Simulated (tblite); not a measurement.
Compound: C8H10N2Si.
Numbering: `[CH3:1][n:2]1[n:3][cH:4][c:5]2[cH:6][c:7]([SiH3:8])[cH:9][cH:10][c:11]12` (hydrogens: H12, H13, H14 on C1; H15 on C4; H16 on C6; H17, H18, H19 on Si8; H20 on C9; H21 on C10)

A start from a force field or distance geometry was refined with tblite, GFN2-xTB geometry optimisation, gas phase. Values at the start:

| coordinate | start |
| --- | --- |
| C1–H12 | 1.091 Å |
| N2–N3 | 1.350 Å |
| N2–C11 | 1.376 Å |
| N3–C4 | 1.326 Å |
| C4–C5 | 1.409 Å |
| C4–H15 | 1.089 Å |
| C5–C6 | 1.405 Å |
| C5–C11 | 1.397 Å |
| C6–C7 | 1.412 Å |
| C6–H16 | 1.099 Å |
| C7–Si8 | 1.881 Å |
| C7–C9 | 1.405 Å |
| Si8–H17 | 1.486 Å |
| C9–C10 | 1.411 Å |
| C9–H20 | 1.084 Å |
| C10–C11 | 1.395 Å |
| C1–N2–C11 | 126.2° |
| N2–N3–C4 | 104.1° |
| N2–C11–C5 | 105.1° |
| N3–N2–C11 | 113.4° |
| N3–C4–C5 | 112.8° |
| C5–C6–C7 | 120.2° |
| C5–C11–C10 | 122.5° |
| C7–C9–C10 | 121.6° |

Task: How do these coordinates change at the GFN2-xTB level?

Result: 
| coordinate | GFN2-xTB (Å or °) | change |
| --- | --- | --- |
| C9–C10 | 1.373 | -0.038 |
| C6–C7 | 1.381 | -0.031 |
| C5–C11 | 1.418 | +0.021 |
| Si8–H17 | 1.465 | -0.021 |
| N2–C11 | 1.357 | -0.019 |
| C6–H16 | 1.080 | -0.019 |
| N3–C4 | 1.309 | -0.017 |
| C4–H15 | 1.072 | -0.017 |
| N2–N3 | 1.340 | -0.010 |
| C5–C6 | 1.395 | -0.010 |
| C4–C5 | 1.418 | +0.009 |
| C7–C9 | 1.411 | +0.006 |
| C7–Si8 | 1.885 | +0.004 |
| C9–H20 | 1.081 | -0.003 |
| C1–H12 | 1.093 | +0.002 |
| C10–C11 | 1.394 | -0.001 |
| N2–N3–C4 | 107.9 | +3.8 |
| N3–N2–C11 | 111.2 | -2.2 |
| N3–C4–C5 | 110.7 | -2.1 |
| C1–N2–C11 | 128.1 | +1.9 |
| C7–C9–C10 | 123.1 | +1.5 |
| N2–C11–C5 | 106.4 | +1.3 |
| C5–C11–C10 | 121.3 | -1.2 |
| C5–C6–C7 | 119.3 | -0.9 |

The energy falls by 0.171 eV over 31 L-BFGS steps, the largest force on an atom goes from 2.05 to 0.009 eV/Å, and the atoms move by 0.035 Å rms after alignment. The bond that changes most is C9–C10 (both ends aromatic CH carbon), which shortens by 0.038 Å. Bonds longer at the end by more than 0.005 Å: 3 of 22; shorter: 12. Rotational constants go from 2696, 558.3, 466.4 to 2709, 564.6, 471.1 MHz.

Hardware: Arm Neoverse N1, one thread, no GPU, on a shared host. Cost: 0.51 s wall.

Its GFN2-xTB frequencies are all real (lowest 30 cm⁻¹).

The numbers are calculated, not measured.
